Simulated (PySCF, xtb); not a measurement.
CH4Ge, SMILES [CH3][GeH] (connectivity only; charge and spin as stated), neutral, multiplicity 1.

GFN2-xTB (xtb 6.7.1) at its own geometry gives an orbital gap of 2.86 eV and a dipole moment of 1.31 D.

The structure is a stationary point at ωB97X-D3(BJ)/def2-TZVP.

### Question
What does PySCF with B3LYP/def2-TZVPD give? (An estimate is asked for; the answer gives what the named calculation found.)

### Answer
gap 3.41 eV (levels -6.24 and -2.83 eV), dipole 0.74 D.
